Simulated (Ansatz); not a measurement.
Input file for Ansatz (an electronic-structure program): R-r2SCAN/def2-TZVPPD on CH3Br (SMILES CBr) with ghost functions, monomers drawn apart or pushed together. Files ending in .json are basis or fitting sets from the Basis Set Exchange.

Ansatz 0.2 input:
```yaml
crystal:
  periodic: [false, false, false]
  atoms:
    - {symbol: C, position_ang: [0.48873529, 0.01455081, 3.86330670]}
    - {symbol: Br, position_ang: [2.21791887, -0.12854479, 2.93994671]}
    - {symbol: H, position_ang: [0.56193884, 0.84926881, 4.55105474]}
    - {symbol: H, position_ang: [0.32943622, -0.91986328, 4.38918751]}
    - {symbol: H, position_ang: [-0.26092902, 0.18122670, 3.09763320]}
basis:
  gaussian:
    orbitals: def2-TZVPPD.json
    ghost_atoms:
      - {symbol: O, position_ang: [-0.16628494, 0.15741718, 0.82802201]}
      - {symbol: H, position_ang: [0.75648328, -0.03766400, 1.03932364]}
      - {symbol: H, position_ang: [-0.13800862, 0.95276753, 0.28652938]}
hamiltonian:
  xc: {name: r2SCAN}
scf: {lower_state_search: off}
```

The head of its log:

```
WARN ansatz: RAYON_NUM_THREADS=1 ignored (pool sized by the plan → 1); use --threads N
Functional definition: r2SCAN
these checks for a lower state are left out or cut short: stability, starts, cluster_reference, orbital_swaps, neighbouring_geometries, increment
integrals: 0.13 GiB planned
1057 factors; their error is unknown
mean field: 0.95 GiB planned
mean field evaluation 1: about -71126.2208 eV, gradient 4.9e1 eV
mean field evaluation 2: about -71119.0326 eV, gradient 6.7e1 eV
```

**Question.** Predict the final total energy.

**Answer.** -2614.0395 hartree.
